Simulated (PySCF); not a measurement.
Positional isomers: norbornane formyl+boryl. Gas-phase values, no solvent. One relaxed conformer stands for each flexible species; it need not be the lowest. Strings in code marks are SMILES. All members: neutral, multiplicity 1. Level: PBE0-D4/def2-TZVP // PBE0-D4/def2-SVP (PySCF). Delta-SCF ions had no search for a lower state.  The removal energy is E(N − 1 electrons) − E(N electrons) at the parent's geometry; ε(HOMO) is measured against the vacuum level.

| species | −ε(HOMO) (eV) | vertical ionisation energy (Delta-SCF) (eV) |
|---|---|---|
| `B[C@@H]1[C@@H]2CC[C@@H](C2)[C@@H]1C=O` (H–B–C–C torsion 166°, C–C–C–O torsion -145°) | 7.27 | withheld |
| `B[C@@H]1[C@@H]2CC[C@H]1[C@@H](C=O)C2` (H–B–C–C torsion 147°, C–C–C–O torsion 115°) | 7.32 | 9.37 |
| `B[C@]12CC[C@H](CC1)[C@@H]2C=O` (H–B–C–C torsion 86°, C–C–C–O torsion 112°) | 7.33 | 9.41 |
| `B[C@@]12CC[C@@H](C[C@@H]1C=O)C2` (H–B–C–C torsion 87°, C–C–C–O torsion 113°) | 7.37 | 9.41 |
| `B[C@@]12CC[C@@H](C1)[C@@H](C=O)C2` (H–B–C–C torsion -154°, C–C–C–O torsion 112°) | 7.43 | 9.41 |
| `B[C@@H]1C[C@H]2CC[C@@H]1[C@H]2C=O` (H–B–C–C torsion -31°, C–C–C–O torsion 109°) | 7.67 | 9.59 |

Question: Fit vertical ionisation energy (Delta-SCF) = a + b·x to the 5 complete rows by least squares, with x = −ε(HOMO) in eV. Give a, b and the rms residual, and predict the withheld value.

Answer: Means of the 5 rows: x̄ = 7.424, ȳ = 9.438 eV. Σ(x − x̄)² = 0.08312 and Σ(x − x̄)(y − ȳ) = 0.04844, so b = 0.583 and a = ȳ − b·x̄ = 5.110 eV. The rms residual is 0.019 eV. At x = 7.27 the line gives 9.35 eV, outside the range of the fitted rows. The run for `B[C@@H]1[C@@H]2CC[C@@H](C2)[C@@H]1C=O` (H–B–C–C torsion 166°, C–C–C–O torsion -145°) gave 9.30 eV, so the line is off by 0.05 eV, more than twice the rms residual.

Codes: PySCF.
